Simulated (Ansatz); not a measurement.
Geometry optimisation, RKS CAM-B3LYP-D4/def2-SVP (Ansatz).

Input file:

```yaml
crystal:
  periodic: [false, false, false]
  atoms:
    - { symbol: Al, position_ang: [0.0, 0.0, 0.0] }
    - { symbol: Cl, position_ang: [0.0, 0.0, 2.23] }
    - { symbol: F, position_ang: [1.4635, 0.0, -0.845] }
    - { symbol: F, position_ang: [-1.4635, 0.0, -0.845] }
basis:
  gaussian: { orbitals: def2-SVP }
hamiltonian:
  xc: cam_b3lyp
  dispersion: d4
relax:
  f_tol: 0.02
  max_steps: 40
```

Command:

```bash
$ ansatz run input.yaml --threads 1 --pin off --max-ram 2048MiB --backend cpu --events-out ev --progress --plain --runs-dir out
```

Question: Where does it end, and by what steps?

Answer: The run converged. After 5 steps the energy has fallen by 0.306 eV; Cl2 moved furthest, 0.13 Å.

```
step  energy less start (eV)  largest force component (eV/Å)  accepted
   0                  0.0000                           2.388       yes
   1                 -0.2798                           0.722       yes
   2                 -0.3045                           0.226       yes
   3                 -0.3058                           0.096       yes
   4                 -0.3059                           0.035       yes
   5                 -0.3059                           0.005       yes
```

```xyz
4
Properties=species:S:1:pos:R:3
Al 0.000 0.000 0.037
Cl 0.000 0.000 2.098
F 1.413 0.000 -0.798
F -1.413 0.000 -0.798
```

Whether the end is a true minimum wasn't checked by a vibrational analysis.

Time of the run: 14 s on 1 thread of Arm Neoverse V1, with other jobs on the host, peak memory 0.13 GiB.
